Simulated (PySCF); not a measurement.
## Radial density of F⁺ (fluorine, charge +1)

PW91, [He] 2s1 2p5, high-spin 3P determinant (an excited configuration). Computed with PySCF 2.14 in aug-cc-pV5Z, with the non-relativistic Hamiltonian (point nucleus).

```tsv
r (bohr)	4πr²ρ (e/bohr)	4πr²(ρα − ρβ)
0.00279	0.04074	0.0012
0.00469	0.1114	0.0033
0.00789	0.2975	0.0088
0.0133	0.7644	0.0225
0.0223	1.838	0.0537
0.0375	3.961	0.1140
0.0631	7.115	0.1972
0.106	9.494	0.2398
0.179	8.055	0.2035
0.300	4.696	0.5042
0.505	5.069	1.6529
0.850	5.364	2.0094
1.43	2.200	0.6865
2.40	0.2479	0.0382
4.04	0.004479	-0.0003
```
